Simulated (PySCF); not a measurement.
**Electron correlation in C²⁺ (carbon, charge +2)**

[He] 2s1 3d1, high-spin 3D determinant (an excited configuration). All numbers are calculated (PySCF 2.14, no relativity, point nucleus, in dyall-acv3z (15s9p4d2f, 76 functions)). Frozen: 1s2; 2 electrons correlated; the 13 highest virtual orbitals of each spin left out.

Total MP2 correlation energy: -5.02 mhartree.

Same-spin part -5.02 and opposite-spin part 0.00 mhartree; SCS-MP2 scales them by 1/3 and 6/5 to -1.67 mhartree.
